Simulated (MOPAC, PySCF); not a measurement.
H₃AlS, SMILES `[AlH2][SH]` (H–Al–S–H torsion 0°), neutral singlet in the gas phase. 

Cartesian coordinates (Å):
```xyz
5

Al    -0.6535    -0.0889    -0.0299
S      1.4501    -0.6704     0.1447
H     -1.0179     1.4347    -0.1854
H     -1.7047    -1.2577     0.0110
H      1.9162     0.5881     0.0616
```
Charge 0, spin multiplicity 1.

All levels are single points at this geometry (B3LYP-D3(BJ)/def2-TZVP); Pople sets use spherical d functions. Orbital energies aren't observables, and empty levels follow the basis.

```tsv
level	HOMO (eV)	LUMO (eV)	gap (eV)	dipole (D)	vertical IE, Delta-SCF (eV)
B3LYP-D3(BJ)/def2-TZVP in PySCF	-7.57	-1.61	5.96	0.97	10.24
B3LYP/3-21G in PySCF	-7.62	-1.78	5.84	1.78	–
BP86/6-31G* in PySCF	-6.70	-2.22	4.48	1.24	–
HF/3-21G in PySCF	-10.61	1.02	11.63	2.35	–
PM3 in MOPAC	-10.57	-2.84	7.72	1.28	–
PM7 in MOPAC	-10.66	-1.85	8.82	1.99	–
```
